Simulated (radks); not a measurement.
Problem. These are the eigenvalues of the occupied orbitals of an atom or ion with whole-number occupations (eV). All-electron calculation, Dirac Kohn-Sham, PBE, spin-unpolarised, spherical densities, finite nucleus; Fermi nuclear charge, rms radius of each element as measured or else 0.836 A^(1/3) + 0.57 fm. Program: a radial shooting solver on a logarithmic mesh with Libxc functionals.

orbital  eigenvalue
1s1/2     -21928.54
2s1/2     -3155.201
2p1/2     -2915.699
2p3/2     -2784.781
3s1/2     -558.4983
3p1/2     -465.5882
3p3/2     -443.3737
3d3/2     -278.9591
3d5/2     -274.6309
4s1/2      -79.5599
4p1/2      -51.8292
4p3/2      -48.4103
4d3/2       -7.8210
4d5/2       -7.4707
5s1/2       -5.1756

Which element is it, and in what charge state? The configuration may be excited.

Solution. Z = 44, ruthenium, charge 0: Ru in [Kr] 4d(3/2: 4, 5/2: 2) 5s2. The list shows which subshells hold electrons but not how many an open one holds; the 1s level, -805.86 hartree, gives Z - s = 40.1 by -(Z - s)^2/2, which with screening and relativity narrows Z to a few neighbours, and the depths of the outer levels then fix element, charge and occupations together.
